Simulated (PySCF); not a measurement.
PySCF 2.14 output of an unrestricted PBE calculation on a single atom or ion in x2c-QZVPPall, with the spin-free X2C one-electron Hamiltonian (Gaussian nucleus):

```
SCF conv_tol = 1e-09
number electrons alpha = 24  beta = 23
    J. P. Perdew, K. Burke, and M. Ernzerhof.,  Phys. Rev. Lett. 77, 3865 (1996)
    J. P. Perdew, K. Burke, and M. Ernzerhof.,  Phys. Rev. Lett. 78, 1396 (1997)
    J. P. Perdew, K. Burke, and M. Ernzerhof.,  Phys. Rev. Lett. 77, 3865 (1996)
    J. P. Perdew, K. Burke, and M. Ernzerhof.,  Phys. Rev. Lett. 78, 1396 (1997)
cycle= 1 E= -5592.97520798184  delta_E= -0.0301  |g|= 0.056  |ddm|=  0.5
cycle= 2 E= -5592.9753353843  delta_E= -0.000127  |g|= 0.037  |ddm|= 0.0395
cycle= 3 E= -5592.97546297438  delta_E= -0.000128  |g|= 0.0116  |ddm|= 0.0248
cycle= 4 E= -5592.97548309588  delta_E= -2.01e-05  |g|= 0.000554  |ddm|= 0.0078
cycle= 5 E= -5592.97548314885  delta_E= -5.3e-08  |g|= 3.03e-05  |ddm|= 0.000449
cycle= 6 E= -5592.97548314905  delta_E= -2e-10  |g|= 6.85e-06  |ddm|= 4.48e-05
converged SCF energy = -5592.97548314905  <S^2> = 0.75061049  2S+1 = 2.0006104
```

The run itself started from symmetry-adapted Hartree-Fock orbitals and held the occupation by maximum overlap, on a logarithmic radial grid, so the iterations belong to that start.

Which element, charge and spin multiplicity is this?

Cd⁺ (cadmium, charge +1), multiplicity 2; the state was [Kr] 4d9 5s2, 2D determinant (an excited configuration).
